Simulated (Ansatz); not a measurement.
Program: Ansatz. Geometries: PBE0-D4/def2-TZVP. ΔE: electronic, gas phase. CCSD(T)/CBS is the MP2 limit (def2-TZVPP, def2-QZVPP) plus CCSD(T) − MP2 in def2-TZVPP, frozen cores. This one scheme is used for every species. Functionals use def2-TZVPP. B3LYP here is the variant with VWN-RPA as its local correlation; programs differ in this. One conformer a species, not always the lowest.

Reaction (cleavage of the Si–B bond): `C[SiH2]B1N[SiH2]1` + `SS` → `C[SiH2]SS` + `B1N[SiH2]1`

`C[SiH2]B1N[SiH2]1`:

```xyz
13

C    -0.756    0.386   -2.230
Si   -0.123    1.209   -0.664
B     0.283   -0.069    0.814
N     0.251   -1.422    1.079
Si    0.846   -0.702    2.563
H    -0.963    1.128   -3.005
H    -1.680   -0.164   -2.034
H    -0.020   -0.318   -2.624
H     1.117    1.980   -0.969
H    -1.133    2.189   -0.169
H    -0.005   -2.262    0.582
H    -0.050   -0.871    3.735
H     2.235   -1.085    2.922
```

`SS`:

Cartesian coordinates in Å:
```
S 0.968 0.218 -0.531
S -0.958 0.587 0.050
H 1.467 -0.170 0.659
H -1.476 -0.635 -0.178
```

`C[SiH2]SS`:

Cartesian coordinates in Å:
```
C 0.943 0.566 0.974
Si -0.349 0.757 -0.351
S -0.136 -0.710 -1.910
S -0.400 -2.405 -0.760
H 1.945 0.694 0.559
H 0.792 1.313 1.757
H 0.878 -0.425 1.428
H -1.717 0.643 0.220
H -0.215 2.056 -1.065
H -1.741 -2.489 -0.851
```

`B1N[SiH2]1`:

Z-matrix (Å, degrees):
```
Si
N 1 1.756
B 1 1.929 2 43.6
H 1 1.486 2 115.1 3 115.6
H 1 1.486 2 115.1 3 -115.6
H 2 1.009 1 147.6 3 -180.0
H 3 1.187 1 162.0 2 180.0
```

(1) Is it downhill or uphill in electronic energy at CCSD(T)/CBS, and by how much? (An estimate is asked.)

(2) What do these levels give: B3LYP-D4, PBE, r2SCAN, SCS-MP2/def2-TZVPP, MP2/def2-QZVPP, SCS-MP2/def2-QZVPP? (Estimate.)

Largest T1 diagnostic among the species: 0.014.

Answers

(1) Computed: Downhill: ΔE = -68.4 kJ/mol.

(2) Ansatz gave: B3LYP-D4 -67.2, PBE -59.0, r2SCAN -66.9, SCS-MP2/def2-TZVPP -70.3, MP2/def2-QZVPP -75.9, SCS-MP2/def2-QZVPP -72.8 kJ/mol.

From PBE to PBE0 (25 % exact exchange), in def2-TZVPP and without D4, ΔE moves by −3.2 kJ/mol. The D4 term adds −4.8 kJ/mol with B3LYP and −2.2 kJ/mol with PBE0; it sums over pairs of atoms, weighted by their polarisabilities, and B3LYP, whose exchange is more repulsive, gets the larger term.
